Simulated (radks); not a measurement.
The numbers below are computed, except where a source is named.
Q: The oxygen ion O3+, 5 electrons, occupied as [He] 2s2 2p1. Level of theory: Dirac Kohn-Sham, PBEsol, spin-unpolarised, spherical densities, point nucleus; open shells fill j = l - 1/2 first (a radial shooting solver on a logarithmic mesh with Libxc functionals). Some entries of the table are withheld. Estimate them.

orbital,occ.,eigenvalue (eV),<1/r> (bohr^-1)
1s1/2,2,-584.7329,(1)
2s1/2,2,(2),(3)
2p1/2,1,-64.7913,(4)
2p3/2,0,-64.7290,(5)

A: 
(1) 1s1/2 <1/r> (bohr^-1): 7.631
(2) 2s1/2 eigenvalue (eV): -79.2237
(3) 2s1/2 <1/r> (bohr^-1): 1.487
(4) 2p1/2 <1/r> (bohr^-1): 1.402
(5) 2p3/2 <1/r> (bohr^-1): 1.400
